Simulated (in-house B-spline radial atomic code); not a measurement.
Values are calculated unless marked as measured or tabulated.
**Extrapolating the RPA correlation energy in partial waves: the terbium ion Tb⁷⁺**

All-electron RPA on PBE orbitals from a B-spline radial code for spherical atoms, scalar-relativistic (spin-free one-electron X2C), finite nucleus, configuration [Kr] 4d10 4f7 5s2 5p3, highest spin. Without the two-electron picture change, the correlation of inner shells comes somewhat too large for so heavy an element. Spin-orbit coupling, left out, splits p levels strongly here. With empty states up to angular momentum L the sums are:

```csv
L,E_c(L) (hartree)
5,-4.438080
6,-4.660620
7,-4.778813
8,-4.844922
9,-4.883736
```

For large l each further wave adds A/(l + 1/2)⁴, because the basis must build the cusp where two electrons meet.

Q: Estimate the limit from L = 8 and L = 9.

A: Wave 9 adds -0.038814, against a sum of (l + 1/2)⁻⁴ of 1.22774e-04, so A = -316.14. The sum over l > 9 is ζ(4, 10.5) = 3.3168e-04, close to 1/(3 × 10³) = 3.3333e-04. The tail is -0.104858 and the limit -4.98859 hartree.

Q: How good is the estimate?

A: A run to L = 11 sums to -4.92336 and extrapolates to -4.97574 hartree, 4.94 millihartree from the run before, so it has not settled and is itself too deep. The estimate differs from that by -12.86 millihartree, while the bare sum at L = 9 misses 92.0 millihartree (1.8 %).
